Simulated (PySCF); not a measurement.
Gas-phase reaction: 2 SnH3F + 4 HF → 2 SnF3 + 5 H2

Energies from PySCF, thermal terms from the rigid-rotor harmonic-oscillator model, ideal gas at 1 bar. † marks an energy on the PBE0/def2-TZVP geometry and frequencies; other levels use their own. CCSD(T) freezes the core. Open shells (unrestricted): SnF3 (multiplicity 2); the rest are closed-shell singlets. Sn: scalar-relativistic def2 core potential, no spin-orbit coupling. SnH3F, SnF3: computed as isolated molecules; such fragments, hydroxides, amides, oligomers or adducts are transient or little studied in the gas. CCSD(T) isn't extrapolated to the basis-set limit; its ΔH°(298 K) is 37.0 kJ in def2-SVP and 45.0 kJ in def2-TZVPP. The harmonic model lacks anharmonicity and excited electronic states, which grow with temperature; levels with a mode under 35 cm⁻¹ are left out.

```json
[
 {"level": "CCSD(T)/def2-SVP†", "ΔE electronic, kJ": "76", "ΔH°(298 K), kJ": "37", "ΔS°(298 K), J/K": "60", "ΔG°(2000 K), kJ": "-138"},
 {"level": "M06-2X/def2-TZVP†", "ΔE electronic, kJ": "-55", "ΔH°(298 K), kJ": "-93", "ΔS°(298 K), J/K": "60", "ΔG°(2000 K), kJ": "-268"},
 {"level": "PBE0/def2-QZVP†", "ΔE electronic, kJ": "54", "ΔH°(298 K), kJ": "15", "ΔS°(298 K), J/K": "60", "ΔG°(2000 K), kJ": "-159"},
 {"level": "PBE0/def2-SVP†", "ΔE electronic, kJ": "71", "ΔH°(298 K), kJ": "32", "ΔS°(298 K), J/K": "60", "ΔG°(2000 K), kJ": "-143"},
 {"level": "PBE0/def2-TZVP", "ΔE electronic, kJ": "37", "ΔH°(298 K), kJ": "-2", "ΔS°(298 K), J/K": "60", "ΔG°(2000 K), kJ": "-176"},
 {"level": "LDA/def2-TZVP†", "ΔE electronic, kJ": "66", "ΔH°(298 K), kJ": "27", "ΔS°(298 K), J/K": "60", "ΔG°(2000 K), kJ": "-148"},
 {"level": "ωB97X-V/def2-TZVP†", "ΔE electronic, kJ": "18", "ΔH°(298 K), kJ": "-20", "ΔS°(298 K), J/K": "60", "ΔG°(2000 K), kJ": "-195"}
]
```
ΔH° is lowest at M06-2X/def2-TZVP† and highest at CCSD(T)/def2-SVP†. No reference value is set beside these.
